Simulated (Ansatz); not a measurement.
# Worked example: the barrier

An elementary step of AlNH₄SO, closed shell (AlNH₄SO ([NH2][Al]([OH])[SH]) → AlHSO ([OH][Al][S]) + NH₃ (still joined by a long Al–N bond); bonds formed: N2–H4; bonds broken: S3–H4; bonds weakened to dative contacts: Al1–N2). “Start” is the structure reached by relaxing down from the saddle towards the reactants; PBE0-D4/def2-TZVP structures. The saddle:

Al1  (-0.634, 0.103, -0.187)
N2  (1.145, -0.214, 0.331)
S3  (-0.891, -1.894, -0.767)
H4  (0.578, -1.377, -0.146)
O5  (-1.321, 1.636, -0.039)
H6  (1.416, -0.237, 1.307)
H7  (1.925, 0.138, -0.210)
H8  (-2.219, 1.846, -0.288)
(Å)

Program: Ansatz 0.2.0. Basis: def2-TZVPP and def2-QZVPP. Cores are frozen in the correlated methods.

Energies in eV:

| quantity | saddle | start |
| --- | --- | --- |
| Hartree–Fock, triple zeta (X = 3) | -20986.95786 | -20988.89312 |
| Hartree–Fock, quadruple zeta (X = 4) | -20987.62683 | -20989.58315 |
| MP2 correlation, X = 3 | -19.90703 | -19.31541 |
| MP2 correlation, X = 4 | -21.50829 | -20.89343 |
| CCSD(T) correlation, X = 3 | -21.42254 | -20.92016 |

(1) Work out the barrier at the basis limit: extrapolate Hartree–Fock as E(X) = E∞ + A exp(−7.88 √X) and the MP2 correlation as E(X) = E∞ + B X^−2.97 (the exponents that Neese and Valeev fitted for def2-TZVPP and QZVPP), then add CCSD(T) − MP2 in triple zeta.

The T1 diagnostic stays at or below 0.015.

Answers

(1) Each step is linear, so take the differences first (saddle − start): Hartree–Fock 1.93526 (X = 3) and 1.95632 (X = 4); MP2 correlation -0.59162 and -0.61486; CCSD(T) correlation -0.50238.
Two points give E∞ = E(4) + w [E(4) − E(3)], with w = 1/(exp(7.88 (2 − √3)) − 1) = 0.1377 for Hartree–Fock and w = 1/((4/3)^2.97 − 1) = 0.7407 for the correlation.
Hartree–Fock: 1.95632 + 0.1377 × 0.02106 = 1.9592 eV.
MP2 correlation: -0.61486 + 0.7407 × (-0.02324) = -0.6321 eV.
CCSD(T) − MP2: -0.50238 − (-0.59162) = 0.0892 eV.
Sum: 1.9592 + (-0.6321) + 0.0892 = 1.4163 eV, or 32.66 kcal/mol. Plain CCSD(T) in triple zeta gives 1.4329 eV, so the larger basis shifts the result by -0.0166 eV.

Labels in which every atom is bracketed show which atoms are joined, not bond orders.

For scale, one of the runs: CCSD(T)/def2-TZVPP, 202 basis functions, launched by `ansatz run in.yaml --threads 4 --pin off --events-out ev --progress --plain --max-ram 9574MiB`. The run took 40 s on 4 CPU threads of an Arm Neoverse V1 (shared host), with 2.4 GiB of host memory at its peak.
